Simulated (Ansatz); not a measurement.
Reaction (formal hydrolysis of the In–Si bond): `[SiH3][SiH2][InH2]` + H₂O → `[OH][InH2]` + disilane

Gas-phase electronic energies from Ansatz, PBE0-D4/def2-TZVP geometries. CCSD(T)/CBS adds triple-zeta CCSD(T) − MP2 to the extrapolated MP2 energy (def2 sets, frozen cores). This one scheme is used for every species. Functionals use def2-TZVPP. Elements past krypton have def2 core potentials. For In outer-core shells are correlated without core-valence functions, which leaves a few kJ/mol of doubt a bond.

`[SiH3][SiH2][InH2]`:

Z-matrix (Å, degrees):
```
Si
Si 1 2.339
H 1 1.489 2 109.8
H 1 1.488 2 112.1 3 120.7
H 1 1.489 2 109.8 3 -118.6
In 2 2.571 1 110.2 3 58.7
H 2 1.492 1 107.8 3 -62.6
H 2 1.491 1 108.2 3 -178.7
H 6 1.728 2 120.2 1 -83.0
H 6 1.728 2 121.0 1 95.3
```

H₂O:

Cartesian coordinates in Å:
```
O 0.286 0.247 0.093
H 0.317 -0.468 -0.547
H -0.603 0.221 0.454
```

`[OH][InH2]`:

```xyz
5

O    -0.462   -0.625   -1.161
In    0.310    0.057    0.543
H    -1.002    0.021   -1.621
H    -0.104    1.677    0.923
H     1.258   -1.130    1.317
```

`[SiH3][SiH3]`:

Z-matrix (Å, degrees):
```
Si
Si 1 2.338
H 1 1.488 2 110.3
H 1 1.488 2 110.3 3 120.0
H 1 1.488 2 110.3 3 -120.0
H 2 1.488 1 110.3 3 59.9
H 2 1.488 1 110.3 3 179.9
H 2 1.488 1 110.3 3 -60.1
```

```csv
level,ΔE (kJ/mol)
PBE0-D4,10.6
HF/def2-SVP,-2.1
CCSD(T)/def2-SVP,-4.3
SCS-MP2/def2-TZVPP,-9.9
```

(1) What does CCSD(T)/CBS give? (An estimate is asked.)

Largest T1 diagnostic among the species: 0.017.

Answers

(1) Computed: -2.8 kJ/mol. The listed levels differ from it by 13.4, 0.7, -1.5, -7.1 kJ/mol.

Leaving LDA and LC-ωPBE aside and taking each functional with its dispersion term where it has one, the values, not all of them listed here, spread over 22.6 kJ/mol, from BLYP-D4 to HSE06-D4. LDA lies +5.3 kJ/mol from PBE without D4. The D4 term adds +6.2 kJ/mol with B3LYP and +3.6 kJ/mol with PBE0; it sums over pairs of atoms, weighted by their polarisabilities, and B3LYP, whose exchange is more repulsive, gets the larger term.

B3LYP here is the variant with VWN-RPA as its local correlation; programs differ in this.
